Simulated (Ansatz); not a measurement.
CuPNH₅⁺, that is Cu(PH3)(NH2) with one electron fewer. Charge 1, multiplicity 2. Geometry PBE-D4/def2-TZVP, that of the neutral singlet; atoms count from 1.

Cartesian coordinates in Å:
```
Cu 0.4243 -0.1678 -0.3006
P -1.0321 0.6485 1.0372
H -2.0885 1.4299 0.4914
H -0.7065 1.5290 2.1121
H -1.8446 -0.2445 1.7902
N 1.7403 -0.8026 -1.3954
H 1.8866 -1.8136 -1.3489
H 1.6205 -0.5789 -2.3860
```

(1) Estimate the Mulliken populations from the PBE0/def2-TZVP orbitals of Ansatz.

(2) Where does the spin sit?

(3) And the Mayer bond orders between heavy atoms (over 0.3)?

Results:

(1) 
| atom | charge (e) | spin (α − β) | d electrons |
| --- | --- | --- | --- |
| Cu1 | 0.08 | 0.14 | 9.73 |
| P2 | 0.05 | -0.01 | – |
| H3 | 0.17 | 0.00 | – |
| H4 | 0.18 | 0.00 | – |
| H5 | 0.17 | 0.00 | – |
| N6 | -0.26 | 0.91 | – |
| H7 | 0.31 | -0.02 | – |
| H8 | 0.31 | -0.02 | – |
Mulliken values depend strongly on the basis.

(2) Summed by element: Cu 0.14, P -0.01, H -0.04, N 0.91, of 1 unpaired in all. Largest on single atoms: N6 0.91, Cu1 0.14, H7 -0.02.

(3) Cu1–P2 0.93 (2.14 Å); Cu1–N6 0.89 (1.83 Å).
